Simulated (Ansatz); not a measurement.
`[AlH2][O][GaH2]` + `NCS` → `NC[S][AlH2]` + `[OH][GaH2]`  (ligand exchange at the Al–O bond)

Isolated molecules relaxed with PBE0-D4/def2-TZVP in Ansatz; ΔE leaves out vibrations. CBS: MP2 limit from def2 TZ/QZ plus the TZ coupled-cluster correction, frozen cores. Functionals use def2-TZVPP. B3LYP here is the variant with VWN-RPA as its local correlation; programs differ in this. HSE06 is defined as in plane-wave codes. For Ga outer-core shells are correlated without core-valence functions, which leaves a few kJ/mol of doubt a bond. Scalar relativity is left out up to krypton. One conformer a species, not always the lowest.

| level | ΔE (kJ/mol) | difference from CCSD(T)/CBS |
| --- | --- | --- |
| LDA (SPW92) | 23.3 | -12.5 |
| revPBE-D4 | 21.1 | -14.7 |
| BLYP-D4 | 36.2 | 0.4 |
| r2SCAN-D4 | 32.8 | -3.0 |
| B97M-V | 37.0 | 1.2 |
| PBE0-D4 | 27.0 | -8.8 |
| B3LYP-D4 | 39.6 | 3.8 |
| r2SCANh-D4 | 33.8 | -2.0 |
| HSE06-D4 | 26.5 | -9.3 |
| BHLYP-D4 | 46.1 | 10.3 |
| CAM-B3LYP-D4 | 46.0 | 10.2 |
| ωB97X-V | 38.9 | 3.1 |
| ωB97M-V | 37.7 | 1.9 |
| PBE | 23.9 | -11.9 |
| revPBE | 24.8 | -11.0 |
| BLYP | 39.9 | 4.1 |
| r2SCAN | 33.3 | -2.5 |
| PBE0 | 28.6 | -7.2 |
| B3LYP | 42.5 | 6.7 |
| r2SCANh | 34.3 | -1.5 |
| r2SCAN0 | 35.7 | -0.1 |
| HSE06 | 28.1 | -7.7 |
| BHLYP | 48.3 | 12.5 |
| CAM-B3LYP | 47.7 | 11.9 |
| RPA@PBE/def2-TZVPP | 43.1 | 7.3 |
| HF/def2-SVP | 61.6 | 25.8 |
| MP2/def2-SVP | 48.5 | 12.7 |
| CCSD/def2-SVP | 50.9 | 15.1 |
| CCSD(T)/def2-SVP | 47.6 | 11.8 |
| HF/def2-TZVPP | 56.4 | 20.6 |
| MP2/def2-TZVPP | 40.0 | 4.2 |
| SCS-MP2/def2-TZVPP | 45.8 | 10.0 |
| CCSD/def2-TZVPP | 44.6 | 8.8 |
| CCSD(T)/def2-TZVPP | 40.6 | 4.8 |
| HF/def2-QZVPP | 58.1 | 22.3 |
| MP2/def2-QZVPP | 37.8 | 2.0 |
| SCS-MP2/def2-QZVPP | 43.3 | 7.5 |
| HF/CBS(def2) | 58.3 | 22.5 |
| MP2/CBS(def2) | 35.1 | -0.7 |
| CCSD/CBS(def2) | 39.7 | 3.9 |
| CCSD(T)/CBS | 35.8 | 0 |

Largest T1 diagnostic among the species: 0.015.

In def2-TZVPP, CCSD(T) changes the Hartree–Fock value by −15.8 kJ/mol (the triples alone add −4.0 kJ/mol) and MP2 by −16.5 kJ/mol. At CCSD(T), def2-SVP lies +11.8 kJ/mol from the extrapolated value and def2-TZVPP +4.8 kJ/mol. From PBE to PBE0 (25 % exact exchange), in def2-TZVPP and without D4, ΔE moves by +4.7 kJ/mol.
